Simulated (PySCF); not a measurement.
## Dipole moment and polarisability across levels of theory

Species: CH₈GeOSi.
Geometry (PBE0-D3(BJ)/def2-SVP, Å), atoms numbered from 1 in this order:
```xyz
12
CH8GeOSi angstrom
C      2.2616    0.3862    0.2756
O      0.8885    0.6380    0.2043
Ge    -0.2331   -0.7037   -0.1749
Si    -2.3944    0.2882   -0.1416
H      2.6747   -0.0007   -0.6772
H      2.5211   -0.3401    1.0717
H      2.7812    1.3308    0.5041
H      0.1553   -1.2887   -1.5548
H     -0.0507   -1.8097    0.8933
H     -3.4127   -0.7379   -0.5240
H     -2.4479    1.4169   -1.1174
H     -2.7013    0.7940    1.2293
```

PySCF, dipoles from the SCF density, polarisabilities from static response with core orbitals frozen. Geometry: PBE0-D3(BJ)/def2-SVP, one conformer, isolated molecule. The LDA/def2-SVPD calculation is non-relativistic and has no spin–orbit coupling, an omission that weighs most on germanium.

Question: Compare the levels for these properties.

Answer: 

```tsv
level	μ (D)	α (Å³)	anisotropy (Å³)
LDA/def2-SVPD	0.884	12.83	4.55
PBE/def2-SVPD	0.836	12.52	4.40
B3LYP/def2-SVPD	0.920	12.08	4.02
PBE0/def2-SVPD	0.939	11.97	3.96
BHandHLYP/def2-SVPD	1.021	11.54	3.60
CAM-B3LYP/def2-SVPD	0.987	11.86	3.76
wB97X-D/def2-SVPD	0.974	11.84	3.75
LC-wPBE/def2-SVPD	1.020	11.54	3.53
HF/def2-SVPD	1.090	10.96	3.07
PBE0/6-31G*	1.058	9.84	3.77
PBE0/def2-SVP	0.977	10.51	3.45
PBE0/aug-cc-pVDZ	0.879	12.22	4.08
PBE0/def2-TZVP	0.851	11.52	3.77
PBE0/def2-TZVPD	0.882	12.14	4.09
```

The anisotropy is √(½[(α1 − α2)² + (α2 − α3)² + (α3 − α1)²]). The dipole runs from 0.84 D (PBE/def2-SVPD) to 1.09 D (HF/def2-SVPD). No reference polarisability is at hand; against PBE0 in the largest diffuse basis at hand (def2-TZVPD) the other PBE0 rows deviate by 6-31G* -19%, def2-SVP -13%, def2-SVPD -1%, aug-cc-pVDZ +1%, def2-TZVP -5%. In one basis (def2-SVPD) the functionals order the polarisability from HF (lowest) to LDA (highest), a spread of 17%. With PBE0 the polarisability is 10.62 Å³ without diffuse functions (mean of 6-31G*, def2-SVP and def2-TZVP) and 12.11 Å³ with them (mean of def2-SVPD, aug-cc-pVDZ and def2-TZVPD).

Without π bonds the low states are Rydberg-like; a valence basis with one diffuse set may place them up to an eV too high.
